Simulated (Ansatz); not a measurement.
A run on C3H9FSi (`C[SiH2]C(C)F`) with other settings.

```yaml
crystal:
  periodic: [false, false, false]
  atoms:
    - {symbol: C, position_ang: [-1.453297, 0.898045, 0.810673]}
    - {symbol: Si, position_ang: [-0.285733, 0.889888, -0.739185]}
    - {symbol: C, position_ang: [1.251456, -0.119918, -0.569473]}
    - {symbol: C, position_ang: [0.457098, -1.732885, -0.004296]}
    - {symbol: F, position_ang: [1.559031, 0.117910, 0.890780]}
    - {symbol: H, position_ang: [-1.042321, 1.046334, 2.119157]}
    - {symbol: H, position_ang: [-2.392729, 1.480647, 0.740747]}
    - {symbol: H, position_ang: [-1.911464, -0.241352, 0.547697]}
    - {symbol: H, position_ang: [-0.878696, 0.739431, -1.374154]}
    - {symbol: H, position_ang: [0.129915, 2.321842, -0.310448]}
    - {symbol: H, position_ang: [1.998473, 0.120824, -1.128444]}
    - {symbol: H, position_ang: [1.761250, -2.146439, 0.114747]}
    - {symbol: H, position_ang: [0.226800, -1.920240, 0.563412]}
    - {symbol: H, position_ang: [0.520184, -2.134752, -1.200136]}
basis:
  gaussian: {orbitals: "6-31++G**"}
hamiltonian: {xc: {name: SPW92}}
output: {forces: true}
```

```sh
$ ansatz run in.yaml --threads 4 --pin off --events-out ev --progress --plain --max-ram 10444MiB
```

It prints (some lines left out):

```
Functional definition: SPW92
1531 factors; their error is unknown
mean field evaluation 1: about -13720.7721 eV, gradient 9.9e1 eV
mean field evaluation 2: about -13661.0085 eV, gradient 1.5e2 eV
mean field evaluation 4: about -13744.3966 eV, gradient 2.7e1 eV
mean field evaluation 8: about -13746.1318 eV, gradient 3.0e-1 eV
mean field evaluation 16: about -13746.0376 eV, gradient 2.2e-3 eV
mean field -13746.03756950 eV, -505.1575632801 hartree, gradient 3.1e-5 eV, S^2 0.000000; 0 other end points of the search recorded, 0 dependent functions left out
reference -13746.03765709 eV, -505.1575664991 hartree; 25, 25 occupied and 128, 128 virtual orbitals, 1531 factors
Total energy: -13746.03765709 eV, -505.1575664991 hartree
Atom 0 at    -1.453297     0.898045     0.810673 Å, force     0.032320    -3.445188     2.213575 eV/Å
Atom 1 at    -0.285733     0.889888    -0.739185 Å, force    31.824000    11.221455    38.129164 eV/Å
Atom 2 at     1.251456    -0.119918    -0.569473 Å, force    -8.658994    -3.195450     9.596528 eV/Å
Atom 3 at     0.457098    -1.732885    -0.004296 Å, force    34.984362    19.769155   -70.388980 eV/Å
Atom 4 at     1.559031     0.117910     0.890780 Å, force     0.763253     1.054487    -1.835353 eV/Å
Atom 5 at    -1.042321     1.046334     2.119157 Å, force    -1.007800    -0.785010    -4.272483 eV/Å
Atom 6 at    -2.392729     1.480647     0.740747 Å, force     0.373575     0.386142    -0.327702 eV/Å
Atom 7 at    -1.911464    -0.241352     0.547697 Å, force     0.832014     2.116513     1.614395 eV/Å
Atom 8 at    -0.878696     0.739431    -1.374154 Å, force   -32.580172    -8.376071   -36.261175 eV/Å
Atom 9 at     0.129915     2.321842    -0.310448 Å, force     0.255021    -0.163207    -1.314102 eV/Å
Atom 10 at     1.998473     0.120824    -1.128444 Å, force     5.729321     0.241263    -3.969430 eV/Å
Atom 11 at     1.761250    -2.146439     0.114747 Å, force    -3.610043     0.749982     0.074694 eV/Å
Atom 12 at     0.226800    -1.920240     0.563412 Å, force   -27.201832   -19.567936    63.036075 eV/Å
Atom 13 at     0.520184    -2.134752    -1.200136 Å, force    -1.735024    -0.006134     3.704795 eV/Å
Dipole moment:    -0.006604    -0.242864    -0.534974 e Å
```

It took 1.2 s on 4 threads of an Arm Neoverse V2 on a shared host, with 0.58 GiB of host memory at the peak.
